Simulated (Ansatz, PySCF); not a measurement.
The pair A = N2 (SMILES N#N) (first 2 atoms), B = H4OSi (SMILES O[SiH3]); geometry from B3LYP-D3(BJ)/def2-TZVP.
(charge 0, multiplicity 1):
| atom | x (Å) | y (Å) | z (Å) |
|---|---|---|---|
| N | 0.1531 | -0.6464 | -1.1456 |
| N | 0.3604 | -0.4633 | -0.0912 |
| O | 0.8839 | 0.0813 | 3.0134 |
| Si | -0.5101 | 0.1951 | 3.8878 |
| H | 0.8166 | -0.0838 | 2.0689 |
| H | -1.3703 | 1.3073 | 3.4101 |
| H | -0.1005 | 0.4467 | 5.2837 |
| H | -1.3074 | -1.0556 | 3.8177 |

MP2 and its Hartree–Fock in aug-cc-pV(Q+d)Z are density fitted. Rows in 6-31G* carry no dispersion term and start afresh at each structure (6-31G* with six Cartesian d functions). MP2/6-31G* freezes PySCF's default core.

The values were computed with Ansatz (Gaussian orbitals); PySCF for 6-31G* rows. Each number belongs to the level named beside it.

Total energies (hartree), monomers frozen at their geometry in the pair:

```json
[
 {"structure": "AB", "HF/aug-cc-pV(Q+d)Z": "-475.2157684", "PBE/def2-TZVPPD": "-476.4122874", "MP2/6-31G*": "-475.6451224"},
 {"structure": "A in the pair's basis", "HF/aug-cc-pV(Q+d)Z": "-108.9928765", "PBE/def2-TZVPPD": "-109.4523881", "MP2/6-31G*": "-109.2520877"},
 {"structure": "B in the pair's basis", "HF/aug-cc-pV(Q+d)Z": "-366.2226124", "PBE/def2-TZVPPD": "-366.9576616", "MP2/6-31G*": "-366.3909359"},
 {"structure": "A", "HF/aug-cc-pV(Q+d)Z": "-108.9928390", "PBE/def2-TZVPPD": "-109.4522712", "MP2/6-31G*": "-109.2511522"},
 {"structure": "B", "HF/aug-cc-pV(Q+d)Z": "-366.2225972", "PBE/def2-TZVPPD": "-366.9576183", "MP2/6-31G*": "-366.3900957"}
]
```

Work out the interaction energy without and with the counterpoise correction, and the superposition error, for each level.


E(AB) − E(A) − E(B), times 627.509 kcal/mol, with the monomers in their own basis and then in the pair's basis:
- HF/aug-cc-pV(Q+d)Z: -0.21 uncorrected, -0.18 corrected; the monomers gain 0.03 kcal/mol from borrowed functions
- PBE/def2-TZVPPD: -1.50 uncorrected, -1.40 corrected; the monomers gain 0.10 kcal/mol from borrowed functions
- MP2/6-31G*: -2.43 uncorrected, -1.32 corrected; the monomers gain 1.11 kcal/mol from borrowed functions

Ansatz is an electronic-structure program.
